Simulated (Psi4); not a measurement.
C4H8N2 (SMILES CN=C1CNC1), singlet, at a GFN2-xTB geometry; B3LYP/def2-SVPD (Psi4).

The Psi4 input:
```
memory 2 GB

molecule mol {
0 1
  C     2.361075   -0.092565    0.227972
  N     1.167459    0.667165    0.460485
  C     0.049270    0.242926    0.104462
  C    -0.541665   -0.977514   -0.574858
  N    -1.880411   -0.454475   -0.259533
  C    -1.329798    0.816888    0.236885
  H     2.832715   -0.277719    1.193505
  H     3.040596    0.523650   -0.361883
  H     2.192370   -1.046146   -0.285474
  H    -0.294227   -1.051189   -1.639602
  H    -0.348897   -1.940138   -0.094592
  H    -2.513368   -0.377029   -1.046532
  H    -1.651201    1.046217    1.255004
  H    -1.500614    1.695111   -0.393851
}

set basis def2-svpd
set reference rks

energy('b3lyp')
print_variables()
```

Output, abridged:

```
   => Loading Basis Set <=

    Name: DEF2-SVPD
    Role: ORBITAL
    Keyword: BASIS

         ---------------------------------------------------------
                                   SCF
               by Justin Turney, Rob Parrish, Andy Simmonett
                          and Daniel G. A. Smith
                              RKS Reference
         ---------------------------------------------------------

  ==> Geometry <==

    Molecular point group: c1
    Full point group: C1

    Geometry (in Angstrom), charge = 0, multiplicity = 1:

       Center              X                  Y                   Z               Mass
    ------------   -----------------  -----------------  -----------------  -----------------
         C            2.381841457755    -0.109416952916     0.211755443187    12.000000000000
         N            1.188225457755     0.650313047084     0.444268443187    14.003074004430
         C            0.070036457755     0.226074047084     0.088245443187    12.000000000000
         C           -0.520898542245    -0.994365952916    -0.591074556813    12.000000000000
         N           -1.859644542245    -0.471326952916    -0.275749556813    14.003074004430
         C           -1.309031542245     0.800036047084     0.220668443187    12.000000000000
         H            2.853481457755    -0.294570952916     1.177288443187     1.007825032230
         H            3.061362457755     0.506798047084    -0.378099556813     1.007825032230
         H            2.213136457755    -1.062997952916    -0.301690556813     1.007825032230
         H           -0.273460542245    -1.068040952916    -1.655818556813     1.007825032230
         H           -0.328130542245    -1.956989952916    -0.110808556813     1.007825032230
         H           -2.492601542245    -0.393880952916    -1.062748556813     1.007825032230
         H           -1.630434542245     1.029365047084     1.238787443187     1.007825032230
         H           -1.479847542245     1.678259047084    -0.410067556813     1.007825032230

  Running in c1 symmetry.

  Rotational constants: A =      0.32290  B =      0.08279  C =      0.06878 [cm^-1]
  Rotational constants: A =   9680.16507  B =   2481.95871  C =   2061.92417 [MHz]
  Nuclear repulsion =  233.843238123434730

  Charge       = 0
  Multiplicity = 1
  Electrons    = 46
  Nalpha       = 23
  Nbeta        = 23

  ==> Algorithm <==

  SCF Algorithm Type is DF.
  DIIS enabled.
  MOM disabled.
  Fractional occupation disabled.
  Guess Type is SAD.
  Energy threshold   = 1.00e-06
  Density threshold  = 1.00e-06
  Integral threshold = 1.00e-12

  ==> Primary Basis <==

  Basis Set: DEF2-SVPD
    Blend: DEF2-SVPD
    Number of shells: 80
    Number of basis functions: 184
    Number of Cartesian functions: 196
    Spherical Harmonics?: true
    Max angular momentum: 2

  ==> DFT Potential <==

   => LibXC <=

    Version 7.1.2
    S. Lehtola, C. Steigemann, M. J. T. Oliveira, and M. A. L. Marques,  SoftwareX 7, 1–5 (2018) (10.1016/j.softx.2017.11.002)

   => Composite Functional: B3LYP <=

    B3LYP Hyb-GGA Exchange-Correlation Functional

    P. J. Stephens, F. J. Devlin, C. F. Chabalowski, and M. J. Frisch,  J. Phys. Chem. 98, 11623 (1994) (10.1021/j100096a001)

    Deriv               =              1
    GGA                 =           TRUE
    Meta                =          FALSE

    Exchange Hybrid     =           TRUE
    MP2 Hybrid          =          FALSE

   => Exchange Functionals <=

    0.0800   Slater exchange
    0.7200         Becke 88

   => Exact (HF) Exchange <=

    0.2000               HF

   => Correlation Functionals <=

    0.1900   Vosko, Wilk & Nusair (VWN5_RPA)
    0.8100   Lee, Yang & Parr

   => LibXC Density Thresholds  <==

    XC_HYB_GGA_XC_B3LYP:  1.00E-15

   => Molecular Quadrature <=

    Radial Scheme          =       TREUTLER
    Pruning Scheme         =           NONE
    Nuclear Scheme         =       TREUTLER

    Blocking Scheme        =         OCTREE
    BS radius alpha        =              1
    Pruning alpha          =              1
    Radial Points          =             75
    Spherical Points       =            302
    Total Points           =         298568
    Total Blocks           =           2258
    Max Points             =            256
    Max Functions          =            182
    Weights Tolerance      =       1.00E-15

   => Loading Basis Set <=

    Name: (DEF2-SVPD AUX)
    Role: JKFIT
    Keyword: DF_BASIS_SCF

  ==> Integral Setup <==

  SCF_SUBTYPE=INCORE selected. In-core MEM_DF algorithm will be used.
  Using in-core AOs.

  ==> MemDFJK: Density-Fitted J/K Matrices <==

    J tasked:                   Yes
    K tasked:                   Yes
    wK tasked:                   No
    Algorithm:                 Core
    Schwarz Cutoff:           1E-12
    Mask sparsity (%):       1.4414
    Fitting Condition:        1E-10

   => Auxiliary Basis Set <=

  Basis Set: (DEF2-SVPD AUX)
    Blend: DEF2-UNIVERSAL-JKFIT
    Number of shells: 198
    Number of basis functions: 598
    Number of Cartesian functions: 702
    Spherical Harmonics?: true
    Max angular momentum: 4

  Minimum eigenvalue in the overlap matrix is 7.8795685038E-05.
  Reciprocal condition number of the overlap matrix is 6.8668893335E-06.
    Using symmetric orthogonalization.

  ==> Pre-Iterations <==

  SCF Guess: Superposition of Atomic Densities via on-the-fly atomic UHF (no occupation information).

   -------------------------
    Irrep   Nso     Nmo
   -------------------------
     A        184     184
   -------------------------
    Total     184     184
   -------------------------

  ==> Iterations <==

                           Total Energy        Delta E     RMS |[F,P]|

   @DF-RKS iter SAD:  -266.14531848470057   -2.66145e+02   0.00000e+00
   @DF-RKS iter   1:  -266.07809708527247    6.72214e-02   4.86951e-03 ADIIS/DIIS
   @DF-RKS iter   2:  -265.72885653691520    3.49241e-01   6.59157e-03 ADIIS/DIIS
   @DF-RKS iter   3:  -266.49158642558194   -7.62730e-01   8.91848e-04 ADIIS/DIIS
   @DF-RKS iter   4:  -266.49999571545817   -8.40929e-03   4.88505e-04 ADIIS/DIIS
   @DF-RKS iter   5:  -266.50309495894430   -3.09924e-03   1.73963e-04 ADIIS/DIIS
   @DF-RKS iter   6:  -266.50352536696812   -4.30408e-04   5.01738e-05 DIIS
   @DF-RKS iter   7:  -266.50356322735655   -3.78604e-05   7.19491e-06 DIIS
   @DF-RKS iter   8:  -266.50356385363443   -6.26278e-07   3.38088e-06 DIIS
   @DF-RKS iter   9:  -266.50356403882341   -1.85189e-07   3.60099e-07 DIIS
  Energy and wave function converged.

  ==> Post-Iterations <==

   Electrons on quadrature grid:
      Ntotal   =   46.0000432549 ; deviation = 4.325e-05

    Orbital Energies [Eh]
    ---------------------

    Doubly Occupied:

[...]
    Virtual:

[...]
    Final Occupation by Irrep:
              A
    DOCC [    23 ]
    NA   [    23 ]
    NB   [    23 ]

  @DF-RKS Final Energy:  -266.50356403882341

   => Energetics <=

    Nuclear Repulsion Energy =            233.8432381234347304
    One-Electron Energy =                -821.8679926304159835
    Two-Electron Energy =                 352.6711796282531850
    DFT Exchange-Correlation Energy =     -31.1499891600953234
    Empirical Dispersion Energy =           0.0000000000000000
    VV10 Nonlocal Energy =                  0.0000000000000000
    Total Energy =                       -266.5035640388234128

Computation Completed

Properties will be evaluated at   0.000000,   0.000000,   0.000000 [a0]

Properties computed using the SCF density matrix

 Multipole Moments:

 ------------------------------------------------------------------------------------
     Multipole            Electronic (a.u.)      Nuclear  (a.u.)        Total (a.u.)
 ------------------------------------------------------------------------------------

 L = 1.  Multiply by 2.5417464519 to convert [e a0] to [Debye]
 Dipole X            :         -1.8029253            1.8051780            0.0022527
 Dipole Y            :          1.1886983           -1.4649022           -0.2762039
 Dipole Z            :          0.7174208           -1.4096537           -0.6922329
 Magnitude           :                                                    0.7453053

 ------------------------------------------------------------------------------------

  Variable Map:
  ----------------------------------------------------------------------------
[...]
  Array Variable Map:
  ----------------------------------------------------------------------------
[...]
[...]
```
